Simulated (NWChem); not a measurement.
BHBrF; SMILES FBBr

```xyz
4

B     -0.5681    -1.0794     0.0000
H     -1.7461    -1.3198     0.0000
F      0.3069    -2.0542     0.0000
Br     0.0521     0.7201     0.0000
```
Atoms are numbered in this order, from 1.

Computed with NWChem. Pople sets run with spherical d functions. Structure relaxed at the PBE0/def2-SVP level. Total energies compare along this basis series because the functional is fixed.

```csv
level,basis functions,energy (Ha),highest occupied level (eV),orbital gap (eV),dipole (D)
PBE/STO-3G,29,-2669.0559,___,5.40,___
PBE/3-21G,42,-2685.9271,-7.11,5.24,0.50
PBE/6-31G*,62,-2698.6932,-7.30,5.37,0.61
PBE/6-311G**,86,-2699.0055,-7.42,5.24,0.57
```

Question: Complete the blanks.

Answer: 
- PBE/STO-3G, highest occupied level (eV): -4.15
- PBE/STO-3G, dipole (D): 0.96
